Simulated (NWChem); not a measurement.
# SnH2OF2; SMILES [OH][SnH]([F])[F]

```xyz
6

Sn     0.0009    -0.0142    -0.2486
O      0.0362    -1.8090     0.5232
F     -1.5212     0.9129     0.4819
F      1.4816     0.9758     0.4841
H      0.0037    -0.0150    -1.9397
H      0.0205    -1.7996     1.4887
```
Atoms are numbered in this order, from 1.

Computed with NWChem. Medium grid unless said otherwise, to which SCAN and Minnesota functionals are sensitive. The geometry was optimised at PBE0/def2-SVP. def2 effective core potentials on Sn; no spin-orbit coupling. Hybrids' shares of exact exchange are those that their runs print; pure functionals count as 0. The functionals differ in more than this share.

```
row                    share of exact exchange  orbital gap (eV)
---------------------  -----------------------  ----------------
PBE/def2-SVP                              0.00              4.98
B3LYP/def2-SVP                            0.20              7.14
PBE0/def2-SVP                             0.25              7.82
M05-2X/def2-SVP                           0.56             10.94
Hartree-Fock/def2-SVP                     1.00          withheld
```

### Question
Fit a straight line of the last column on the one before it, predict the withheld value, and compare with the run.

### Answer

1. Means of the 4 shown rows: x = 0.253, y = 7.720. Slope Σ(x − x̄)(y − ȳ)/Σ(x − x̄)² = 1.712/0.1611 = 10.63; intercept 5.036.
2. The shown rows scatter about the line by 0.074 (root mean square); the largest residual is +0.13, at PBE0/def2-SVP.
3. At x = 1.00 (Hartree-Fock/def2-SVP; beyond the shown range) the line gives 15.67.
4. The run gives 16.42, +0.75 from the line, 10.1 times the scatter.
